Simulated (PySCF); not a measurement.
Al²⁺: excitation energy

Al²⁺ [Ne] 3s1 (2S) → Al²⁺ [Ne] 3d1 (2D), as a difference of total energies. All numbers are calculated (PySCF 2.14, the non-relativistic Hamiltonian (point nucleus), in dyall-acv3z (19s12p6d4f, 113 functions)). Correlated levels: valence and next inner shell: 1s2 frozen; virtual orbitals above 40 to 60 times the deepest correlated orbital energy dropped. The calculations carry no spin-orbit coupling.

```
                                method  excitation energy (eV)
                                   UHF                  14.117
                                   LDA                  14.006
                                   PBE                  13.690
                                r2SCAN                  13.751
                                 TPSSh                  13.611
                                 B97-3                  13.565
    MP2 (valence and next inner shell)                  14.332
SCS-MP2 (valence and next inner shell)                  14.290
```

Q: Estimate what r2SCAN0 gives.

A: 13.913 eV, closest to LDA among the rows shown.

Q: Estimate what PBE0 gives.

A: 13.818 eV, closest to r2SCAN among the rows shown.

The promoted electron is Rydberg-like, and one or two diffuse shells describe it only roughly, which tends to raise the upper state.
